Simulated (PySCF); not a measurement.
# Excitation energy of Tl²⁺ by level of theory

Tl²⁺ [Xe] 4f14 5d10 6s1 (2S) → Tl²⁺ [Xe] 4f14 5d9 6s1 6p1 (high-spin determinant), as a difference of total energies. Computed with PySCF 2.14 in def2-QZVPPD with the def2 core potential (60 electrons), with a scalar-relativistic core potential. Correlated levels: valence and next inner shell: nothing frozen outside the core potential. The calculations carry no spin-orbit coupling.

| method | excitation energy (eV) |
| --- | --- |
| UHF | 16.011 |
| LDA | 17.200 |
| PBE | 17.071 |
| r2SCAN | 17.001 |
| r2SCANh | 16.977 |
| M06-L | 17.874 |
| PW91 | 17.063 |
| TPSSh | 16.970 |
| SCS-MP2 (valence and next inner shell) | 17.101 |

Estimate what MP2 (valence and next inner shell) gives.

17.152 eV, closest to LDA among the rows shown.

Estimate what PBE0 gives.

17.019 eV, closest to r2SCAN among the rows shown.

The determinant of the upper state mixes LS terms, which raises its energy above the lowest term, most at the Hartree-Fock and MP2 levels.
